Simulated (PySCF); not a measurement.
# Vertical excitation energies

Species: Cu(PH3)(OH) (singlet state).
Cartesian coordinates in Å at the PBE0-D3(BJ)/def2-SVP level; atoms count from 1:
```
atom  x, y, z in Å
Cu1   -0.036    0.075   -0.969
P2    -0.084    0.093    1.183
H3    -0.799   -0.910    1.890
H4    -0.622    1.219    1.862
H5     1.132   -0.002    1.911
O6    -0.035    0.134   -2.748
H7     0.444   -0.609   -3.128
```

Level of theory: PySCF, TDDFT CAM-B3LYP/def2-SVPD, vertical, gas phase, core orbitals frozen in the response.

Problem. Predict the UV-vis stick spectrum at this level.

Solution. 

| state | E (eV) | λ (nm) | f | \|μ\| (D) | main configurations (H = HOMO, L = LUMO) |
| --- | --- | --- | --- | --- | --- |
| S1 | 4.66 | 266.0 | 0.0014 | 0.28 | H→L (81%) |
| S2 | 4.90 | 252.9 | 0.035 | 1.38 | H-1→L (60%), H→L+2 (19%), H-1→L+1 (11%) |
| S3 | 4.94 | 250.8 | 0.0066 | 0.59 | H-1→L+2 (55%), H→L+1 (29%) |
| S4 | 5.06 | 244.9 | 0.034 | 1.34 | H→L+2 (46%), H-1→L+1 (33%) |
| S5 | 5.09 | 243.5 | 0.054 | 1.68 | H→L+1 (43%), H-1→L+2 (34%), H→L+3 (8%) |
| S6 | 5.44 | 228.0 | 0.0095 | 0.68 | H-1→L+1 (35%), H-2→L (26%), H-1→L (12%) |
| S7 | 5.68 | 218.4 | 0.0024 | 0.33 | H-2→L+2 (79%), H-5→L+2 (9%) |
| S8 | 5.69 | 217.9 | 0.0019 | 0.30 | H-4→L (32%), H-3→L (20%), H-3→L+2 (16%) |
| S9 | 5.70 | 217.7 | 0.0019 | 0.29 | H-3→L (33%), H-4→L (20%), H-4→L+2 (16%) |
| S10 | 5.91 | 209.6 | 0.0091 | 0.64 | H-4→L+2 (56%), H-3→L (18%), H-3→L+2 (12%) |
| S11 | 5.92 | 209.5 | 0.015 | 0.82 | H-3→L+2 (54%), H-4→L (18%), H-4→L+2 (10%) |
| S12 | 5.99 | 206.9 | 0.088 | 1.97 | H-2→L (44%), H-2→L+1 (13%) |
| S13 | 6.29 | 197.2 | 0.017 | 0.85 | H→L+3 (52%), H-6→L (9%), H-4→L+1 (8%) |
| S14 | 6.29 | 197.0 | 0.019 | 0.88 | H-4→L+1 (24%), H-3→L+1 (19%), H-2→L+1 (17%) |

Triplets (Tamm–Dancoff): T1 4.46 eV, H-1→L (65%), H→L+2 (17%); T2 4.52 eV, H→L (65%), H-1→L+2 (17%); T3 4.54 eV, H→L+2 (65%), H-1→L (14%); T4 4.64 eV, H-1→L+2 (56%), H→L (16%), H→L+1 (11%).

The lowest singlet lies at 4.66 eV (266 nm, ultraviolet) and is very weak; its leading configuration is HOMO→LUMO (81%). The strongest level in the table is S12 at 5.99 eV (207 nm, f = 0.088). S8/S9, S10/S11 and S13/S14 lie within about 0.01 eV of each other in each set. For S1 the Löwdin share of copper is 23% in HOMO and 41% in LUMO. Weighted by f, the mean energy of these states is 5.57 eV. Orbital energies (eV): HOMO-3 -9.68, HOMO-2 -9.27, HOMO-1 -8.10, HOMO -7.78, LUMO 0.18, LUMO+1 0.27, LUMO+2 0.32. The listed states span 1.63 eV, and the widest gap between neighbours is 0.35 eV (S5 to S6). Orbitals of the list HOMO-3 to LUMO+2 that lie within 0.01 eV of each other are written together with a slash and their weights summed (≥ marks a lower bound); for degenerate orbitals outside that list single weights are arbitrary. The window holds the lowest 15 singlets. The highest level found (6.34 eV, f 0.011 so far) is left out, since the window may have cut off a degenerate partner.

Hardware: one thread, Arm Neoverse V1, no GPU (shared host). Cost: 11 s.
